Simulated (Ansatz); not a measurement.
Ideal-gas functions of ClGaH₄SeSi, SMILES `[SiH3][Se][GaH][Cl]` at 298.15 K and 1 bar, from an Ansatz frequency run at PBE0-D4/def2-TZVP.

Molar mass 216.25 g/mol, point group Cs (symmetry number 1), electronic degeneracy 1, moments of inertia 115.659, 606.66, 716.413 u Å². Harmonic wavenumbers (cm⁻¹, unscaled): 32, 47, 86, 127, 296, 396, 422, 433, 598, 600, 611, 909, 932, 950, 2027, 2228, 2243, 2246.

Use S(trans) = R[1.5 ln M + 2.5 ln T − 1.1517]; rotational temperatures θ = 24.2544 K / I; S(rot) = R[ln(√π/σ · √(T³/θAθBθC)) + 1.5]; for each mode x = 1.438777 ν̃/T, S = R[x/(eˣ − 1) − ln(1 − e⁻ˣ)] and H = RT x/(eˣ − 1); 1 cm⁻¹ = 0.0119627 kJ/mol; R = 8.31446 J/(mol·K).

By hand: the entropy, in J/(mol·K).

Translation 175.9. Rotation: θ = 0.2097, 0.04, 0.0339 K, giving 122.2. Vibration, mode by mode: 23.85, 20.67, 15.69, 12.51, 6.02, 4.09, 3.70, 3.55, 1.90, 1.88, 1.80, 0.56, 0.51, 0.48, 0.01, 0.00, 0.00, 0.00, in all 97.2. Electronic 0.0. Sum 395.3 J/(mol·K).

By hand: H − E and G − E in kJ/mol, counted from the electronic energy.

Zero-point energy ½ × 15183 × 0.0119627 = 90.8; thermal vibration 13.4; translation, rotation and pV give 4 RT = 9.9. H − E = 114.1 kJ/mol, and G − E = 114.1 − 298.15 × 395.3/1000 = -3.8 kJ/mol.

Vibration gives 25 % of the entropy, 72.7 J/(mol·K) of it from the modes under 150 cm⁻¹: soft modes count most, and the harmonic formula is weakest for them. The sum counts one conformer and one mirror image; others add a mixing term.
